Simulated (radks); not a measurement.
Spherical jellium clusters: N electrons in a uniform positive sphere of charge N and radius rs N^(1/3), rs = 4.79 bohr. Method: non-relativistic Kohn-Sham, PBE, spin-polarised, spherical densities; computed with a radial shooting solver with Libxc functionals. Levels are named by radial order and angular momentum (1s, 1p, 1d, 2s, ...), and open shells are averaged over m. Each electron was tried in the lowest free levels, single moves between levels near the top were tried too, and the lowest total energy was kept; such a search can miss a lower state. The series stops at N = 8: beyond it a trial failed or the search could not be trusted, so later rows were left out. Energies include the self-energy of the background; IP and EA are vertical (highest electron removed, lowest free level filled), at fixed background; spill-out counts the electrons outside the background radius R, and alpha is the static dipole polarisability from linear response (closed shells only). A dash means not computed or, for alpha, an open shell; in EA it means that no bound solution was reached, which is typical of self-interaction and does not show that the anion is unstable. Real open-shell clusters deform, which this model forbids.

N	open shells	2S	E/N (eV)	E(N+1) + E(N-1) - 2E(N) (eV)	EA (eV)	-e(HOMO) (eV)
1	1s(up 1, down 0)	1	-1.467	-	-	2.743
2	none	0	-1.710	0.703	-	2.772
3	1p(up 1, down 0)	1	-1.557	-0.547	-	2.035
4	1p(up 2, down 0)	2	-1.617	-0.334	-	2.439
5	1p(up 3, down 0)	3	-1.720	0.431	-	2.684
6	1p(up 3, down 1)	2	-1.717	-0.365	-	2.351
7	1p(up 3, down 2)	1	-1.767	-0.225	1.412	2.621
8	none	0	-1.833	-	-	2.796

All shells are closed at N = 2, 8 (there: 1s2 1p6); the second difference of the energy has clear peaks (12 % above both neighbours; the first and last values, which can be the largest, are not judged, and half-filled shells can peak too) at N = 5.
